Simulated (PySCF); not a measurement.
SrF2, SMILES [F][Sr][F].

Geometry: B3LYP-D3(BJ)/def2-TZVP. The isomer is the one that the SMILES or the coordinates give; other isomers of the formula were not compared. The def2 effective core potentials stand for the cores of Sr; spin–orbit coupling is left out.

Two levels are set side by side: PBE/def2-TZVPD (PySCF) and HF/def2-TZVPD (PySCF). Same geometry, gas phase. Differences are taken from unrounded values.

```json
[
 {"quantity": "orbital gap (eV)", "HF": "13.05", "PBE": "4.31", "PBE minus HF": "-8.74"},
 {"quantity": "highest occupied level (eV)", "HF": "-13.41", "PBE": "-6.64", "PBE minus HF": "6.77"},
 {"quantity": "lowest empty level (eV)", "HF": "-0.37", "PBE": "-2.33", "PBE minus HF": "-1.97"},
 {"quantity": "dipole moment (D)", "HF": "6.67", "PBE": "5.99", "PBE minus HF": "-0.68"},
 {"quantity": "mean polarisability (bohr³)", "HF": "20.4", "PBE": "29.9", "PBE minus HF": "9.4"}
]
```

PBE's occupied levels lie high since its potential decays too fast outside the molecule; exact exchange lowers them and widens the gap. PBE's more diffuse valence density responds more strongly to a field. Differences between two approximate levels are no errors against the true value.

Rough cost on one machine, each run with all the roots and properties that it gave: HF against PBE about 1/3.
